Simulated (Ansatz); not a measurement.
Input file for CH$_{7}$FO$_{3}$Si$_{2}$, SMILES `O[SiH](O)C[SiH](O)F`:

```yaml
crystal:
  periodic: [false, false, false]
  atoms:
    - {symbol: O, position_ang: [-1.041045, 0.603174, -1.813680]}
    - {symbol: Si, position_ang: [0.222490, 0.974326, -0.836493]}
    - {symbol: O, position_ang: [-0.243602, 1.770872, 0.541418]}
    - {symbol: C, position_ang: [0.935945, -0.612538, -0.232038]}
    - {symbol: Si, position_ang: [-0.159065, -1.594812, 0.915174]}
    - {symbol: O, position_ang: [-0.961554, -0.620702, 1.942016]}
    - {symbol: F, position_ang: [0.778622, -2.569586, 1.767142]}
    - {symbol: H, position_ang: [-1.365383, 1.257716, -2.431901]}
    - {symbol: H, position_ang: [1.161288, 1.861053, -1.576563]}
    - {symbol: H, position_ang: [-0.449532, 2.704811, 0.496001]}
    - {symbol: H, position_ang: [1.216977, -1.239036, -1.084331]}
    - {symbol: H, position_ang: [1.854195, -0.382668, 0.321712]}
    - {symbol: H, position_ang: [-1.100970, -2.479141, 0.198376]}
    - {symbol: H, position_ang: [-0.848374, 0.326520, 1.793167]}
basis:
  gaussian: {orbitals: def2-TZVPP}
correlation: {method: ccsd_t}
```

```sh
$ ansatz run in.yaml --threads 2 --pin off --events-out ev --progress --plain --max-ram 22528MiB --backend cuda --devices 0, --max-vram 18GiB
```

Log, shortened:

```
Functional definition: HF
2025 factors; integrals over basis functions are off by at most 9.7e-4 eV
mean field evaluation 1: about -25687.5785 eV, gradient 6.4e1 eV
mean field evaluation 2: about -25687.9345 eV, gradient 6.5e1 eV
mean field evaluation 4: about -25695.3568 eV, gradient 4.4e0 eV
mean field evaluation 8: about -25695.4507 eV, gradient 2.9e-1 eV
mean field -25695.45105962 eV, -944.2904094389 hartree, gradient 5.1e-6 eV, S^2 0.000000; 0 other end points of the search recorded, 0 dependent functions left out
15 core orbitals not correlated: weight in the atoms' cores, before any rotation towards them, 1.000 or more for the frozen orbitals, at most 0.000 for the correlated occupied ones
reference -25695.45105962 eV, -944.2904094389 hartree; 22, 22 occupied and 300, 300 virtual orbitals, 2025 factors
second order -37.65855989 eV of doubles, -0.00000000 eV of singles
cycle   1  -37.65257220 eV  change    6.0e-3 eV  update   1.2e-1
cycle   2  -38.43833199 eV  change   -7.9e-1 eV  update   3.4e-2
cycle   3  -38.61955845 eV  change   -1.8e-1 eV  update   1.7e-2
cycle   4  -38.59737768 eV  change    2.2e-2 eV  update   3.6e-3
cycle   5  -38.59533768 eV  change    2.0e-3 eV  update   1.6e-3
cycle   6  -38.59645283 eV  change   -1.1e-3 eV  update   4.7e-4
cycle   7  -38.59620790 eV  change    2.4e-4 eV  update   1.7e-4
cycle   8  -38.59608932 eV  change    1.2e-4 eV  update   5.2e-5
cycle   9  -38.59609696 eV  change   -7.6e-6 eV  update   1.9e-5
perturbative correction -1.34264139 eV, -0.0493411610 hartree
Total energy: -25735.38979797 eV, -945.7581310018 hartree
```

It took 12 s on 2 threads of an AMD EPYC 7R13 on a shared host and a share of an NVIDIA H100 80 GB, with 0.83 GiB of host memory at the peak.

The correlation energy is -39.939 eV, 3.4 % of it from (T); the T1 diagnostic reads 0.0118.
